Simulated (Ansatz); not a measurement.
`[Ag][Ag]` + I₂ → 2 `[Ag][I]` at 298.15 K and 1 bar (formal exchange of groups at the Ag–Ag bond).

Computed with Ansatz on PBE0-D4/def2-TZVP structures; ΔE is electronic, products minus reactants. CCSD(T)/CBS is the MP2 limit (def2-TZVPP, def2-QZVPP) plus CCSD(T) − MP2 in def2-TZVPP, frozen cores. def2 core potentials past Kr. For Ag, I outer-core shells are correlated without core-valence functions, which leaves a few kJ/mol of doubt a bond.

| species | CCSD(T)/CBS energy (Eh) | H − E (kJ/mol) | S (J/(mol·K)) |
| --- | --- | --- | --- |
| `[Ag][Ag]` | -293.86984 | 11.3 | 257.9 |
| I₂ | -594.89268 | 11.4 | 260.1 |
| `[Ag][I]` | -444.41059 | 11.3 | 264.5 |

H − E and S are ideal-gas, rigid-rotor, harmonic terms from PBE0-D4/def2-TZVP. 1 Eh = 2625.50 kJ/mol, R = 8.31446 J/(mol·K).

Question: By hand: ΔE, ΔH, ΔS and ΔG.

Answer: ΔE = 2 × (-444.41059) − (-293.86984) − (-594.89268) = -0.05866 Eh = -154.0 kJ/mol. Δ(H − E) = 2 × 11.3 − 11.3 − 11.4 = -0.1, so ΔH = -154.1 kJ/mol. ΔS = 2 × 264.5 − 257.9 − 260.1 = 11.0 J/(mol·K). ΔG = -154.1 − 298.15 × (11.0)/1000 = -157.4 kJ/mol.

Question: By hand: the equilibrium constant, and the temperature at which ΔG would vanish if ΔH and ΔS stayed fixed.

Answer: log₁₀ K = −ΔG/(RT ln 10) = 27.6. ΔH and −TΔS have one sign here, so there is no such temperature.

The number of gas molecules stays the same, so ΔS is small and ΔH decides. A doubt of 5 kJ/mol in ΔE shifts log₁₀ K by 0.9 here. These are equilibria of isolated gas molecules and say nothing of rates. Largest T1 diagnostic: 0.016 (customary marks: 0.02 for closed shells, 0.045 for open ones).
